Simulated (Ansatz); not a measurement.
Ca₂O₃H₂. Charge 0, multiplicity 1. Geometry B3LYP-D4/def2-SVP; atoms count from 1.

```tsv
atom	x (Å)	y (Å)	z (Å)
Ca1	0.4572	-0.5678	1.1732
Ca2	-0.2963	1.5257	-1.2660
O3	-1.4030	0.0136	-0.1131
O4	1.2385	0.4520	-0.5492
O5	-0.8449	-0.7504	-1.2732
H6	0.6679	-0.1164	3.1667
H7	0.1806	-0.5567	-1.1384
```

The structure holds 1 bond(s) between oxygen atoms. Another isomer (singlet) lies 4.69 eV lower at PBE0-D4/def2-TZVP; other spin states weren't run for this one.

Question: Estimate the Mulliken populations from the PBE0/def2-TZVP orbitals of Ansatz.

Answer: 
```
atom  charge (e)
 Ca1        0.87
 Ca2        1.14
  O3       -0.62
  O4       -1.06
  O5       -0.39
  H6       -0.27
  H7        0.34
```
Mulliken values depend strongly on the basis.

Question: And the Mayer bond orders between heavy atoms (over 0.3)?

Answer: Ca1–O4 0.47 (2.15 Å); Ca2–O3 0.36 (2.20 Å); Ca2–O4 0.86 (2.01 Å); O3–O5 0.81 (1.50 Å).
